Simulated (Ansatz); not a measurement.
Geometry optimisation, RKS PBE/def2-SVP (Ansatz).

Input:

```yaml
crystal:
  periodic: [false, false, false]
  atoms:
    - { symbol: B, position_ang: [-0.60356, 1.80269, 0.55963] }
    - { symbol: "N", position_ang: [0.23149, 0.72655, 0.3426] }
    - { symbol: C, position_ang: [-0.04663, -0.67841, 0.59367] }
    - { symbol: Ga, position_ang: [0.39265, -1.60423, -1.19852] }
    - { symbol: H, position_ang: [-0.1986, 2.87977, 0.34112] }
    - { symbol: H, position_ang: [-1.68747, 1.6114, 0.96285] }
    - { symbol: H, position_ang: [1.18787, 0.8802, 0.03781] }
    - { symbol: H, position_ang: [0.55807, -1.05017, 1.43606] }
    - { symbol: H, position_ang: [-1.09728, -0.78962, 0.88163] }
    - { symbol: H, position_ang: [1.04875, -0.65493, -2.29694] }
    - { symbol: H, position_ang: [0.2147, -3.12324, -1.6599] }
basis:
  gaussian: { orbitals: def2-SVP }
hamiltonian:
  xc: pbe
relax:
  f_tol: 0.02
  max_steps: 50
output:
  orbitals: {}
```

Launched with:

```bash
$ ansatz run input.yaml --threads 2 --pin off --max-ram 3072MiB --backend cpu --events-out ev --progress --plain --runs-dir out
```

Where does it end, and by what steps?

The forces met the threshold. After 8 steps the energy has fallen by 0.201 eV; H11 moved furthest, 0.37 Å.

| step | energy less start (eV) | largest force component (eV/Å) | accepted |
| --- | --- | --- | --- |
| 0 | 0.0000 | 1.123 | yes |
| 1 | -0.1420 | 0.741 | yes |
| 2 | -0.1812 | 0.343 | yes |
| 3 | -0.1919 | 0.166 | yes |
| 4 | -0.1948 | 0.160 | yes |
| 5 | -0.1997 | 0.063 | yes |
| 6 | -0.2002 | 0.035 | yes |
| 7 | -0.2006 | 0.022 | yes |
| 8 | -0.2007 | 0.009 | yes |

```xyz
11
Properties=species:S:1:pos:R:3
B -0.653 1.828 0.618
N 0.277 0.803 0.421
C 0.048 -0.635 0.457
Ga 0.407 -1.619 -1.253
H -0.277 2.982 0.522
H -1.808 1.535 0.877
H 1.241 1.059 0.189
H 0.655 -1.124 1.258
H -1.010 -0.821 0.740
H 1.170 -0.879 -2.430
H -0.050 -3.130 -1.399
```

Whether the end is a true minimum wasn't checked by a vibrational analysis.

The run took 18 s on 2 threads of Arm Neoverse V2, with other jobs on the host, peak memory 0.15 GiB.
